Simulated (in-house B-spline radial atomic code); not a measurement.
Ionising Sb5+ with different functionals

Computed with a B-spline radial code for spherical atoms: four-component Dirac-Coulomb Hamiltonian, Fermi nucleus of rms radius 4.6802 fm, spin-restricted, spherical fractional occupations for the functionals, and exact exchange of hybrids averaged over the configuration. The ionisation energy is the difference of two self-consistent energies, [Kr] 4d10 → [Kr] 4d9, without Breit or QED terms; ε is the level of the shell that loses the electron (mean over j). The electron is taken from both j subshells in proportion to 2j + 1, so the result is a j average, not the step between ground levels.

| method | rung | ΔSCF (eV) | -ε(4d) (eV) |
| --- | --- | --- | --- |
| PBE0 | global hybrid | ? | ? |
| LC-wPBE | range-separated hybrid | ? | ? |
| wB97X | range-separated hybrid | 99.52 | 94.87 |
| HSE06 | range-separated hybrid | 99.79 | 92.19 |

Q: What does PBE0 give?

A: ΔSCF 99.81 eV, and -ε(4d) = 92.63 eV.

Q: What does LC-wPBE give?

A: ΔSCF 99.75 eV, and -ε(4d) = 95.08 eV.

Q: Among the functionals, which spreads more, the ΔSCF values or the orbital energies?

A: The orbital energies: ΔSCF values span about 0.30 eV and the orbital energies 2.89 eV; here energy differences depend much less on the functional than eigenvalues do.

Q: How do they compare with the NIST value?

A: NIST lists 99.51 eV ± 0.05 (measured, ground level to ground level). Errors run from +0.01 to +0.30 eV; wB97X is closest (+0.01 eV), but part of that can be cancellation, since the calculations leave out Breit-QED terms, spin polarisation, the choice among j levels, multiplet and fine-structure energies.
